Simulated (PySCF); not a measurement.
# Excitation energy of Pd²⁺ by level of theory

Pd²⁺ [Kr] 4d8 (3F) → Pd²⁺ [Kr] 4d7 5s1 (5F), as a difference of total energies. Calculation: PySCF 2.14, in def2-QZVPPD with the def2 core potential (28 electrons) (7s5p4d4f2g, 88 functions); a scalar-relativistic core potential. Correlated levels: valence: 4s2 4p6 frozen; valence and next inner shell: nothing frozen outside the core potential. The calculations carry no spin-orbit coupling.

```
                                method  excitation energy (eV)
                                   UHF                   6.021
                                   LDA                   6.094
                                   PBE                   6.154
                                  PBE0                   6.334
                                r2SCAN                   6.210
                               r2SCANh                   6.265
                               r2SCAN0                   6.344
                                   M06                   6.524
                               LC-wPBE                   6.555
                         MP2 (valence)                   6.762
                     SCS-MP2 (valence)                   7.108
    MP2 (valence and next inner shell)                   6.381
SCS-MP2 (valence and next inner shell)                   6.595
```

Question: How much does correlation contribute at MP2 (valence and next inner shell)?

Answer: 6.381 − (6.021) = 0.360 eV, measured against UHF.
